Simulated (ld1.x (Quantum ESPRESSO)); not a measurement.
## Logarithmic derivatives: Zr, TM semilocal

zirconium (Zr), norm-conserving Troullier–Martins (semilocal form), made with ld1.x (Quantum ESPRESSO) 7.5 (revPBE, scalar-relativistic). Core [Kr], reference 4d2 5s0 5p0 (charge +2). Waves: 5s (bound, empty): rc 2.60 bohr; 4d (bound): rc 2.10 bohr; 5p (bound, empty): rc 3.25 bohr. Local part: the p channel. Core correction: a·sin(br)/r model core inside 1.45 bohr.

The phase is arctan(r·u′/u) with u = r·R(r), unwrapped; energies in Ry, scanned from -3 to 5 Ry. A pole is an energy at which the radial function vanishes at the test radius. The pseudo phase is shifted by a multiple of π to meet the all-electron one at the reference energy, and phase errors are pseudo minus all-electron; the curves can meet again beyond the range given. Levels narrower than the energy grid can be missing from the lists of poles.

| channel | radius (bohr) | reference energy (Ry) | poles, all-electron | poles, pseudo | unbroken range about the reference energy with phases within 0.05 rad | phase error 1 Ry above the reference energy (rad) |
| --- | --- | --- | --- | --- | --- | --- |
| s | 3.55 | -1.17 | -0.29, 4.46 | -0.34, 2.30 | below 0.3 | -0.016 |
| p | 3.55 | -0.85 | 0.47 | 0.33, 3.55 | below 0.8 | -0.022 |
| d | 3.55 | -1.27 | -1.12, 1.99 | -1.12, 2.00 | below 4.0 | +0.001 |

Phases in the s channel:

| E (Ry) | all-electron | pseudo |
| --- | --- | --- |
| -3.00 | 1.339 | 1.337 |
| -2.52 | 1.286 | 1.284 |
| -2.04 | 1.175 | 1.171 |
| -1.56 | 0.747 | 0.741 |
| -1.08 | -1.042 | -1.042 |
| -0.60 | -1.479 | -1.486 |
| -0.12 | -1.609 | -1.627 |
| 0.36 | -1.696 | -1.748 |
| 0.84 | -1.800 | -2.054 |
| 1.32 | -2.022 | -4.142 |
| 1.80 | -3.058 | -4.593 |
| 2.28 | -4.269 | -4.709 |
| 2.76 | -4.513 | -4.790 |
| 3.24 | -4.607 | -4.902 |
| 3.72 | -4.659 | -5.277 |
| 4.20 | -4.696 | -7.268 |
| 4.68 | -4.726 | -7.660 |
